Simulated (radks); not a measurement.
Al3+, configuration [Ne].

All-electron calculation, scalar-relativistic Kohn-Sham, PBE, spin-polarised, spherical densities, point nucleus. Program: a radial shooting solver on a logarithmic mesh with Libxc functionals.

Energy parts (hartree):
| part | energy |
|---|---|
| total | -240.72122 |
| kinetic | 241.20802 |
| electron-nucleus | -562.94316 |
| Hartree | 98.73140 |
| exchange-correlation | -17.71747 |

Orbitals (lengths in bohr, moments of r in powers of bohr):
orbital  occ.  eigenvalue (hartree)      <r^4>  <1/r>
1s          2             -56.84247  0.0009823  12.63
2s          2              -5.24203     0.4019  2.348
2p          6              -3.82696     0.4572  2.223

The highest occupied level is 2p at -104.14 eV. For comparison, the ionisation energy in NIST's Atomic Spectra Database is 119.99 eV (measured). In exact Kohn-Sham theory the highest level is minus the ionisation energy, but local and semilocal functionals leave it too shallow, through self-interaction and a potential that decays too fast; potentials with the right tail come closer. Summed over all electrons, <r^2> = 3.678 bohr^2, which gives a Langevin (diamagnetic) susceptibility term of -2.91 x 10^-6 cm^3/mol.
